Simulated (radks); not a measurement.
Values are calculated unless marked as measured or tabulated.
Isoelectronic series with 2 electrons, all held in the configuration [He], which need not be the ground one along the series. Code: a radial shooting solver on a logarithmic mesh with Libxc functionals. Model: scalar-relativistic Kohn-Sham, PBE, spin-polarised, spherical densities, finite nucleus; Fermi nuclear charge, rms radius of each element as measured or else 0.836 A^(1/3) + 0.57 fm. Total energies (hartree) and mean radii <r> (bohr):

[
 {"ion": "He", "E (hartree)": "-2.89307", "1s": "0.9458"},
 {"ion": "Be2+", "E (hartree)": "-13.62232", "1s": "0.4174"},
 {"ion": "C4+", "E (hartree)": "-32.35915", "1s": "0.2680"},
 {"ion": "O6+", "E (hartree)": "-59.11735", "1s": "0.1973"},
 {"ion": "Ne8+", "E (hartree)": "-93.91468", "1s": "0.1561"},
 {"ion": "Mg10+", "E (hartree)": "-136.77395", "1s": "0.1291"},
 {"ion": "Si12+", "E (hartree)": "-187.72319", "1s": "0.1100"},
 {"ion": "S14+", "E (hartree)": "-246.79582", "1s": "0.09576"},
 {"ion": "Ar16+", "E (hartree)": "-314.03075", "1s": "0.08477"},
 {"ion": "Ca18+", "E (hartree)": "-389.47259", "1s": "0.07602"},
 {"ion": "Ti20+", "E (hartree)": "-473.17160", "1s": "0.06888"},
 {"ion": "Cr22+", "E (hartree)": "-565.18418", "1s": "0.06293"},
 {"ion": "Fe24+", "E (hartree)": "-665.57267", "1s": "0.05791"},
 {"ion": "Ni26+", "E (hartree)": "-774.40605", "1s": "0.05361"},
 {"ion": "Zn28+", "E (hartree)": "-891.75923", "1s": "0.04988"},
 {"ion": "Ge30+", "E (hartree)": "-1017.71467", "1s": "0.04662"},
 {"ion": "Se32+", "E (hartree)": "-1152.36232", "1s": "0.04374"}
]
